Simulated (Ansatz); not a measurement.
Species: chloro(silyl)silane, Si2H5Cl, charge 0, multiplicity 1. SMILES: [SiH3][SiH2]Cl
Geometry: optimised at B3LYP-D3(BJ)/def2-TZVP (Ansatz, a program for electronic structure).

Quantity: vertical triplet-singlet gap, E(triplet) - E(singlet), in eV. Set-up: each state is the SCF solution reached for its charge and spin; frozen cores in correlated levels; 6-311+G** with 5d, 6d on Na to Ar in Ansatz; six Cartesian d functions in 6-31G* and its kin unless marked 5d; dispersion terms only where a functional's name holds one; UHF or UKS for open shells; spin-orbit terms left out; non-relativistic. CBS marks a two-point X^-3 extrapolation of the correlation energy; Hartree-Fock from the larger set. The bracket is a focal-point correction in the basis named. First-principles rows: single points at B3LYP-D3(BJ) geometries (Ansatz). Levels can end on unlike triplets.

Coupled cluster (Ansatz) is a level with limits of its own, used here on species with T1 under 0.025 (0.045 for open shells) and stable references: RI-MP2/CBS(aug-cc-pV(T+d)Z,aug-cc-pV(Q+d)Z)+[CCSD(T)-MP2]/aug-cc-pV(T+d)Z.

Value to compare with, RI-MP2/CBS(aug-cc-pV(T+d)Z,aug-cc-pV(Q+d)Z)+[CCSD(T)-MP2]/aug-cc-pV(T+d)Z (Ansatz): 5.88 eV.

| level | program | vertical triplet-singlet gap, E(triplet) - E(singlet) (eV) | difference |
|---|---|---|---|
| HF/6-31G* | Ansatz | 6.38 | 0.50 |
| HF/6-311+G** | Ansatz | 6.30 | 0.42 |
| PBE/6-31G* | Ansatz | 5.40 | -0.48 |
| PBE/6-311+G** | Ansatz | 5.30 | -0.58 |
| B3LYP/STO-3G | Ansatz | 8.10 | 2.22 |
| B3LYP/6-31G* | Ansatz | 5.78 | -0.10 |
| B3LYP/6-311+G** | Ansatz | 5.70 | -0.18 |
| MP2/6-31G* | Ansatz | 6.35 | 0.47 |
| MP2/6-311+G** | Ansatz | 6.29 | 0.41 |
| PBE/def2-TZVPD | Ansatz | 5.14 | -0.74 |
| PBE0/def2-TZVPD | Ansatz | 5.46 | -0.42 |
| wB97M-V/def2-TZVPD | Ansatz | 5.85 | -0.03 |

Among the 9 habitual levels, B3LYP/STO-3G lies farthest from RI-MP2/CBS(aug-cc-pV(T+d)Z,aug-cc-pV(Q+d)Z)+[CCSD(T)-MP2]/aug-cc-pV(T+d)Z (Ansatz) (2.22 eV) and B3LYP/6-31G* nearest (-0.10); 5 of 9 lie above it, and their mean absolute difference is 0.60 eV, the median 0.47. One case shows no general order.

The levels are drawn from those run, B3LYP/6-31G* more often than the rest, none by its result; left out are runs that failed, that the program found above a lower state of the same kind, or whose <S^2> lies over 0.5 above the pure value.
